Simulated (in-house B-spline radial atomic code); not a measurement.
Successive ionisation energies of palladium; each step leads to the configuration of the next row (after the last: [Ar] 3d10 4s1). NIST's values go from ground level to ground level; the uncertainty of those that are theory runs from under 0.1 % in few-electron ions to several per cent in heavy many-electron ones. Computed with a B-spline radial code for spherical atoms: non-relativistic Hartree-Fock, average of the configuration, point nuclei.

This level leaves out relativity, spin-orbit splitting included, which matters for heavy ions.

| ion | configuration | ionisation energy (eV) | tabulated value (eV) | computed minus tabulated (eV) | highest orbital | largest mean radius (bohr) |
| --- | --- | --- | --- | --- | --- | --- |
| Pd | [Kr] 4d10 | 6.7 | 8.336839 | -1.7 | 4d | 1.5331 |
| Pd+ | [Kr] 4d9 | 19.0 | 19.43 | -0.4 | 4d | 1.426 |
| Pd2+ | [Kr] 4d8 | 33.0 | 32.93 | 0.1 | 4d | 1.3496 |
| Pd3+ | [Kr] 4d7 | 48.3 | 46 | 2.3 | 4d | 1.2894 |
| Pd4+ | [Kr] 4d6 | 64.8 | 61 | 3.8 | 4d | 1.2395 |
| Pd5+ | [Kr] 4d5 | 82.2 | 84.1 | -1.9 | 4d | 1.1966 |
| Pd6+ | [Kr] 4d4 | 100.6 | 101 | -0.4 | 4d | 1.1588 |
| Pd7+ | [Kr] 4d3 | 119.8 | 120 | -0.2 | 4d | 1.1251 |
| Pd8+ | [Kr] 4d2 | 139.9 | 141 | -1.1 | 4d | 1.0944 |
| Pd9+ | [Kr] 4d1 | ? | ? | ? | ? | ? |
| Pd10+ | [Ar] 3d10 4s2 4p6 | 237.6 | 238.57 | -1.0 | 4p | 0.94866 |
| Pd11+ | [Ar] 3d10 4s2 4p5 | 261.3 | 260 | 1.3 | 4p | 0.93379 |
| Pd12+ | [Ar] 3d10 4s2 4p4 | ? | ? | ? | ? | ? |
| Pd13+ | [Ar] 3d10 4s2 4p3 | 310.3 | 311 | -0.7 | 4p | 0.90696 |
| Pd14+ | [Ar] 3d10 4s2 4p2 | ? | ? | ? | ? | ? |
| Pd15+ | [Ar] 3d10 4s2 4p1 | 361.4 | 369.1 | -7.7 | 4p | 0.88226 |
| Pd16+ | [Ar] 3d10 4s2 | 417.6 | 427 | -9.4 | 4s | 0.85037 |

(1) Fill in the row of Pd9+.

(2) Fill in the row of Pd12+.

(3) Fill in the row of Pd14+.

(4) Where is the largest jump?

(5) How far is this level of theory from the measured and semi-empirical values?

## Answers

(1) ionisation energy (eV): 160.8; tabulated value (eV): 159.9; computed minus tabulated (eV): 0.9; highest orbital: 4d; largest mean radius (bohr): 1.0663.

(2) ionisation energy (eV): 285.5; tabulated value (eV): 286; computed minus tabulated (eV): -0.5; highest orbital: 4p; largest mean radius (bohr): 0.92009.

(3) ionisation energy (eV): 335.6; tabulated value (eV): 342; computed minus tabulated (eV): -6.4; highest orbital: 4p; largest mean radius (bohr): 0.89437.

(4) From Pd to Pd+, by a factor of 2.85 (6.6693 to 19.025 eV); the highest orbital goes from 4d to 4d.

(5) Over those 5 rows the differences run from -7.67 to +0.0837 eV (mean absolute value 2.2 eV). The calculation leaves out relativity, correlation and, in open shells, the multiplet splittings that an average leaves out.
